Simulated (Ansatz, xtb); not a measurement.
**C4H11BrSi: which of two isomers lies lower**

We compare I, `CC[C@H](Br)C[SiH3]`, a singlet, with II, `CC[C@H](C)[SiH2]Br`, a singlet. Both are isolated molecules in the gas phase, relaxed with B3LYP-D3(BJ)/def2-SVP; the shapes shown needn't be the lowest conformers.

I (Å):

```xyz
17

C     1.3995   -1.1241    1.1193
C     0.5470   -0.1450    0.3181
C    -0.7111   -0.7368   -0.3065
C    -1.6018    0.2724   -1.0142
Br   -0.2044   -2.1752   -1.6141
Si   -2.3755    1.5967    0.1118
H     2.2544   -0.6080    1.5823
H     1.7900   -1.9273    0.4777
H     0.8125   -1.5932    1.9260
H     1.1459    0.3336   -0.4754
H     0.2158    0.6727    0.9845
H    -1.2829   -1.2962    0.4478
H    -2.4384   -0.2508   -1.5041
H    -1.0391    0.7778   -1.8175
H    -3.4463    2.3042   -0.6475
H    -1.3705    2.6005    0.5658
H    -2.9756    0.9505    1.3168
```

II (Å):

| atom | x (Å) | y (Å) | z (Å) |
| --- | --- | --- | --- |
| C | 0.8810 | 2.0674 | 0.3966 |
| C | -0.2552 | 1.2338 | -0.1941 |
| C | -0.0131 | -0.2864 | -0.2100 |
| C | -1.1779 | -1.0307 | -0.8804 |
| Br | -1.2837 | -0.4457 | 2.9253 |
| Si | 0.3583 | -1.0279 | 1.4922 |
| H | 0.6814 | 3.1438 | 0.2799 |
| H | 1.0127 | 1.8765 | 1.4738 |
| H | 1.8413 | 1.8496 | -0.1002 |
| H | -1.1876 | 1.4367 | 0.3611 |
| H | -0.4463 | 1.5578 | -1.2332 |
| H | 0.9126 | -0.4837 | -0.7888 |
| H | -1.3616 | -0.6352 | -1.8934 |
| H | -2.1087 | -0.9059 | -0.3034 |
| H | -0.9837 | -2.1108 | -0.9723 |
| H | 0.3769 | -2.5146 | 1.4174 |
| H | 1.6409 | -0.5527 | 2.0759 |

Question: Estimate which is lower in electronic energy at CCSD(T)/def2-SVP + ΔMP2/def2-TZVPP, and by roughly how much.

Answer: The CCSD(T)/def2-SVP + ΔMP2/def2-TZVPP calculation puts structure II lower, by 31.4 kcal/mol.

The same difference at several levels:

```tsv
level	geometry	E(II) − E(I) (kcal/mol)	departure from the last row (kcal/mol)	job, with rough time for the two
GFN2-xTB	GFN2-xTB	−30.0	+1.5	optimisation, 0.24 s
HF/STO-3G	GFN2-xTB	−33.0	−1.6	single point, 0.46 s
r2SCAN-D4/def2-SVP	GFN2-xTB	−31.3	+0.1	single point, 4.5 s
B3LYP-D3(BJ)/def2-SVP	B3LYP-D3(BJ)/def2-SVP	−30.9	+0.5	optimisation, 41 s
HF/def2-SVP	B3LYP-D3(BJ)/def2-SVP	−34.1	−2.6	part of the CCSD(T) run
MP2/def2-SVP	B3LYP-D3(BJ)/def2-SVP	−33.0	−1.6	part of the CCSD(T) run
CCSD(T)/def2-SVP	B3LYP-D3(BJ)/def2-SVP	−31.8	−0.4	single point
CCSD(T)/def2-SVP + ΔMP2/def2-TZVPP	B3LYP-D3(BJ)/def2-SVP	−31.4		single point, 2.1 min
```

As drawn, II has 1 Br–Si, 1 C–H in place of 1 C–Br, 1 Si–H.

The levels shown agree on the order. The largest departure from CCSD(T)/def2-SVP + ΔMP2/def2-TZVPP is that of HF/def2-SVP, 2.6 kcal/mol. The last row adds to CCSD(T) the change of the MP2 difference between the two basis sets, here +0.4 kcal/mol.

With thermal terms from frequencies at re-optimised GFN2-xTB minima (ideal gas, soft modes damped towards free rotors, one conformer each, 298.15 K, 1 atm): on the last row, ΔE + ΔZPE = −28.7, ΔH = −28.8, ΔG = −28.4 kcal/mol.

The correlated steps freeze 18 core orbitals; the filled d shell of Br is correlated, in a basis made for valence electrons. Programs: Ansatz 0.2.0, xtb 6.7.1; the last row on 4 threads of Arm Neoverse V2 on a shared host.
